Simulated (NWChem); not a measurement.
Molecule: GeH, doublet; SMILES [GeH]

Program: NWChem. Spin-unrestricted. The state is orbitally degenerate and is run as one real component. No stability test was run on the SCF state. The level has its own optimisation; frequencies are unscaled.

**Question.** Predict the results for CAM-B3LYP/def2-SVP. Quantities: r Ge–H (Å); highest harmonic frequency (cm⁻¹); zero-point energy (kcal/mol).

**Answer.** The r Ge–H (Å) is 1.611. The highest harmonic frequency (cm⁻¹) comes out as 1861. The zero-point energy (kcal/mol) comes out as 2.7.
